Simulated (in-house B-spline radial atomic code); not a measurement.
Fe⁸⁺. Computed with a B-spline radial atomic code. Model: all-electron spherical atom, spin shells full or empty, radial basis limit, no spin-orbit coupling, Breit or QED, empty-state partial waves extrapolated as (l+1/2)^-4, RPA, G0W0 and static COHSEX of the highest shell as one setting changes (uncorrelated shells keep exact exchange).

Given: element Fe; charge 8; filled core Ne; hamiltonian one-electron scalar X2C; mean-field start PBE; highest l of empty states 9; nuclear rms radius 3.7377 fm; highest mean-field shell 3p.

Shell: 3s 1 1, 3p 3 3 (electrons up and down).

```csv
natural log step of frequency grid,RPA correlation energy (hartree),G0W0 level (eV),G0W0 minus most complete (meV),RPA minus most complete (millihartree),linearised minus solved G0W0 (meV)
0.25,-1.2911,-234.39,0,0,-16
0.4,-1.2911,-234.39,0.2,0,-16
0.6,?,?,?,?,?
0.9,-1.2911,-234.39,-0.6,0,-16
1.3,?,?,?,?,?
1.8,-1.2912,-234.37,19.7,-0.1,-12.7
2.5,-1.2362,-234.32,70.7,54.9,-6.4
3.5,-1.1729,-234.11,282.5,118.2,6.5
```

Problem. What follows for natural log step of frequency grid = 1.3?

Solution. RPA correlation energy -1.2901 hartree; G0W0 level -234.39 eV; G0W0 minus most complete 3.9 meV; RPA minus most complete 1 millihartree; linearised minus solved G0W0 -13.1 meV.

Problem. What follows for natural log step of frequency grid = 0.6?

Solution. RPA correlation energy -1.2911 hartree; G0W0 level -234.39 eV; G0W0 minus most complete 0.1 meV; RPA minus most complete 0 millihartree; linearised minus solved G0W0 -16 meV.
